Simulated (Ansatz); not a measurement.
Reaction (formal exchange of groups at a Ge–Ge bond): `[GeH3][GeH2][GeH2][GeH2][GeH2][GeH3]` + `[SnH4]` → `[GeH3][SnH3]` + `[GeH3][GeH2][GeH2][GeH2][GeH3]`

Isolated molecules relaxed with PBE0-D4/def2-TZVP in Ansatz; ΔE leaves out vibrations. CCSD(T)/CBS is the MP2 limit (def2-TZVPP, def2-QZVPP) plus CCSD(T) − MP2 in def2-TZVPP, frozen cores. DFT in def2-TZVPP. Elements past krypton have def2 core potentials. For Ge, Sn outer-core shells are correlated without core-valence functions, which leaves a few kJ/mol of doubt a bond. Scalar relativity is left out up to krypton. Each species was taken in one conformer, which may not be the lowest.

```csv
level,ΔE (kJ/mol),difference from CCSD(T)/CBS
LDA (SPW92),-4.9,3.9
PBE-D4,-5.0,3.8
B97M-V,-2.2,6.6
ωB97M-V,-5.3,3.5
B2PLYP,-10.5,-1.7
PBE-QIDH,-6.8,2.0
BLYP,-17.6,-8.8
BHLYP,-14.8,-6.0
CAM-B3LYP,-13.4,-4.6
HF/def2-SVP,-19.1,-10.3
MP2/def2-SVP,-5.5,3.3
CCSD/def2-SVP,-9.4,-0.6
SCS-MP2/def2-TZVPP,-3.8,5.0
CCSD(T)/def2-TZVPP,-0.9,7.9
MP2/CBS(def2),-9.5,-0.7
CCSD/CBS(def2),-11.1,-2.3
CCSD(T)/CBS,-8.8,0
```

Largest T1 diagnostic among the species: 0.013.

The D4 term adds +11.1 kJ/mol with B3LYP and +6.7 kJ/mol with PBE0; it sums over pairs of atoms, weighted by their polarisabilities, and B3LYP, whose exchange is more repulsive, gets the larger term. Leaving LDA and LC-ωPBE aside and taking each functional with its dispersion term where it has one, the values spread over 8.3 kJ/mol, from B2PLYP to B97M-V. LDA lies +7.1 kJ/mol from PBE without D4.

B3LYP here is the variant with VWN-RPA as its local correlation; programs differ in this.
